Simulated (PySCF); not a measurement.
**Exercise with solution: dipole moment from atomic charges**

Mg(I)(SMe) (CH3IMgS), SMILES C[S][Mg][I]. Atoms are numbered in the order given.

```xyz
7

Mg     0.2874    -0.7890     0.0000
I     -0.0603     1.7515     0.0000
S      0.6474    -3.0615     0.0000
C     -1.0659    -3.7622     0.0000
H     -1.6295    -3.4735    -0.8983
H     -0.9574    -4.8556     0.0000
H     -1.6295    -3.4735     0.8983
```

The structure is a stationary point at B3LYP-D3(BJ)/def2-SVP. The structure was generated by enumeration; whether it is a known compound was not checked. The def2 effective core potentials stand for the cores of I; spin–orbit coupling is left out. The values are those of a single conformer.

Charges (e) from PBE/def2-TZVP (PySCF):

```tsv
atom	ESP fit	Mulliken
Mg1	0.629	0.635
I2	-0.322	-0.360
S3	-0.379	-0.351
C4	-0.412	-0.359
H5	0.143	0.142
H6	0.197	0.150
H7	0.143	0.142
```

The dipole moment of the full density is 1.58 D.

Task: What dipole moment does each set of point charges give, and which comes closer to that of the density?

Result: 
μ = Σ q r, and 1 e Å = 4.8032 D.
ESP fit: Σ q r = (-0.261, -0.300, 0.000) e Å, |μ| = 1.91 D.
Mulliken: Σ q r = (-0.247, -0.421, 0.000) e Å, |μ| = 2.34 D.
ESP fit comes closer in size. Point charges leave out the atoms' own dipoles (lone pairs, polarised bonds); fits to the potential absorb them, partitions of the density don't.
